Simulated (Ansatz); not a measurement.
C$_{8}$H$_{4}$O$_{3}$, SMILES `O=C1OC(=O)c2ccccc21`, 15 atoms. Charge 0, multiplicity 1. Hardware: A = 2 threads of an AMD EPYC 7R13 on a shared host and a share of an NVIDIA H100 80 GB; B = 2 threads of an AMD EPYC 7R13 on a shared host. Correlated methods freeze the cores.

Task: How many basis functions does each run have, and how long does it take in Ansatz? RKS PBE0-D4/def2-QZVPP energy [A]; RKS PBE0-D4/def2-TZVP frequencies [A]; RKS PBE0-D4/def2-SVP energy [B]; RKS ωB97M-V/def2-SVP energy [B]; direct RPA on PBE orbitals/def2-TZVPP energy [A]; RKS r2SCAN0-D4/def2-TZVPP energy [A]; RKS HSE06 (plane-wave form)-D4/def2-TZVPP energy [A]; RHF-CCSD(T)/def2-SVP energy [A]; RKS BLYP-D4/def2-TZVPP energy [A]; RKS ωB97M-V/def2-QZVPP energy [A]; RKS B2PLYP (frozen core)/def2-TZVPP energy [A]; RHF-CCSD(T)/def2-TZVPP energy [A]. (An estimate is asked.)

Result: Computed: Other jobs shared the machine, so times are rough.

```
                                    level              job  functions  wall time  peak host memory (GiB)
                   RKS BLYP-D4/def2-TZVPP       energy [A]        397        4 s                     0.9
RKS HSE06 (plane-wave form)-D4/def2-TZVPP       energy [A]        397      4.1 s                    0.93
                RKS r2SCAN0-D4/def2-TZVPP       energy [A]        397      4.1 s                    0.95
      RKS B2PLYP (frozen core)/def2-TZVPP       energy [A]        397      4.7 s                       2
                     RHF-CCSD(T)/def2-SVP       energy [A]        174      4.9 s                    0.92
                     RKS PBE0-D4/def2-SVP       energy [B]        174      5.5 s                    0.83
                   RKS PBE0-D4/def2-QZVPP       energy [A]        747        7 s                     1.3
    direct RPA on PBE orbitals/def2-TZVPP       energy [A]        397        7 s                       2
                   RKS ωB97M-V/def2-QZVPP       energy [A]        747      9.5 s                     1.4
                     RKS ωB97M-V/def2-SVP       energy [B]        174       16 s                    0.83
                   RHF-CCSD(T)/def2-TZVPP       energy [A]        397       23 s                     1.9
                    RKS PBE0-D4/def2-TZVP  frequencies [A]        365    2.6 min                       1
```
